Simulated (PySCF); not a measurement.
# Ions at one geometry of [Lu(HCN)]3+

PySCF 2.14.0, RKS PBE0, Lu def2-SVP with ECP28, N def2-SVP, C def2-SVP, H def2-SVP; non-relativistic Hamiltonian with scalar-relativistic core potentials where named; density fitting; no spin-orbit coupling; singlets restricted, open shells unrestricted. The geometry is relaxed for charge +3, singlet, vacuum:

```xyz
4

Lu    0.0000    0.0000   -0.1691
N     0.0000    0.0000    1.9366
C     0.0000    0.0000    3.1046
H     0.0000    0.0000    4.2246
```

Energies count from the relaxed state; an electron taken off or put on is at rest in vacuum. Charges and spins are Mulliken's.

```
                     state  energy (eV)  spin squared  charge on Lu1 (e)  spin on Lu1 (e)  dipole about the centre of mass (D)
charge +3, singlet, vacuum         0.00          0.00               2.55             0.00                                 5.77
charge +2, doublet, vacuum       -18.17          0.75               1.67             1.01                                 5.64
```

Q: What does the state charge +4, doublet, vacuum give?

A: energy (eV) 30.60, spin squared 0.75, charge on Lu1 (e) 2.82, spin on Lu1 (e) -0.01, dipole about the centre of mass (D) 14.64.

With an electron taken off (doublet) the charges change, summed by element, by Lu +0.27 e, N +0.34 e, C +0.30 e, H +0.09 e. The vertical ionisation energy is 30.60 eV, against −ε(HOMO) = 27.70 eV of the relaxed state. The level lies 2.9 eV too high, as is usual for semilocal functionals and global hybrids, which keep a self-interaction error.

With an electron put on (doublet) the charges change, summed by element, by Lu -0.88 e, N +0.06 e, C -0.14 e, H -0.05 e. The vertical electron affinity is 18.17 eV, against −ε(LUMO) = 20.21 eV of the relaxed state.

Open shells may have lower solutions than those found.
